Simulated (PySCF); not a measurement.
CH₃Cl₂Si, charge +1, multiplicity 1. Atoms are numbered in the order given.

```xyz
7

C     -2.0680    -0.5229    -0.0325
Si    -0.3069    -0.0798    -0.0163
Cl     1.1122    -1.4389     0.2401
Cl     0.2992     1.7965    -0.2134
H     -2.4499    -0.4393     1.0035
H     -2.2036    -1.5632    -0.3687
H     -2.6366     0.1779    -0.6649
```
Charge +1, spin multiplicity 1.

Geometry: r2SCAN-D4/def2-SVP. The spin state was assumed, not searched. The isomer is the one that the SMILES or the coordinates give; other isomers of the formula were not compared.

The numbers are results of PBE/pcSseg-1 (PySCF), not measurements.

GIAO shieldings, no solvent; atoms listed in one row are averaged. δ = σ(ref) − σ: ¹³C against TMS (σ = 182.0 ppm); ²⁹Si against TMS (σ = 335.4 ppm); ³⁵Cl against HCl (σ = 936.5 ppm); ¹H against TMS (σ = 31.49 ppm), references at their B3LYP-D3(BJ)/def2-TZVP geometries, non-relativistic (without spin–orbit terms, shifts of atoms bonded to Cl or Br come out too high).

Problem. Estimate the chemical shifts. (An estimate is asked for; the answer gives what the named calculation found.)

Solution. 
```json
[
 {"nucleus": "¹³C", "atoms": "C1", "count": "1", "δ (ppm)": "19.5"},
 {"nucleus": "²⁹Si", "atoms": "Si2", "count": "1", "δ (ppm)": "189.0"},
 {"nucleus": "³⁵Cl", "atoms": "Cl3", "count": "1", "δ (ppm)": "395.6"},
 {"nucleus": "³⁵Cl", "atoms": "Cl4", "count": "1", "δ (ppm)": "394.4"},
 {"nucleus": "¹H", "atoms": "H5, H6, H7", "count": "3", "δ (ppm)": "2.96"}
]
```
